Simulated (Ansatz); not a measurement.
`[SiH3]B1CN1`, charge 0, multiplicity 1.

**Question.** Give a relaxed structure at PBE0-D4/def2-TZVP (Ansatz 0.2.0). (An estimate is asked.)

**Answer.** The calculation gave: 
Cartesian coordinates in Å:
```
Si 0.642 -1.568 -0.676
B 0.010 0.167 0.059
C -1.090 1.161 0.590
N 0.341 1.403 0.469
H 0.327 -2.662 0.284
H -0.065 -1.862 -1.953
H 2.107 -1.582 -0.937
H -1.740 1.701 -0.097
H -1.490 1.072 1.600
H 0.960 2.169 0.661
```
Point group Cs.
This is one stationary point; other conformers may exist.
